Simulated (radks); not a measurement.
Values are calculated unless marked as measured or tabulated.
Removal energies from the technetium ion Tc+, [Kr] 4d(3/2: 4, 5/2: 2), by Delta-SCF beside the eigenvalue of the level emptied. Code: a radial shooting solver on a logarithmic mesh with Libxc functionals. Model: Dirac Kohn-Sham, PBE, spin-unpolarised, spherical densities, finite nucleus; Fermi nuclear charge, rms radius of each element as measured or else 0.836 A^(1/3) + 0.57 fm. Sub-shells are occupied by j as written (lower j first in brackets).

| removed from | final configuration | Delta-SCF (eV) | -eigenvalue (eV) |
|---|---|---|---|
| 4d5/2 | [Kr] 4d(3/2: 4, 5/2: 1) | 16.655 | 11.323 |
| 4d3/2 | [Kr] 4d(3/2: 3, 5/2: 2) | 16.962 | 11.592 |
| 4p3/2 | [Ar] 3d10 4s2 4p(1/2: 2, 3/2: 3) 4d(3/2: 4, 5/2: 2) | 55.139 | 48.553 |
| 4p1/2 | [Ar] 3d10 4s2 4p(1/2: 1, 3/2: 4) 4d(3/2: 4, 5/2: 2) | 58.132 | 51.451 |
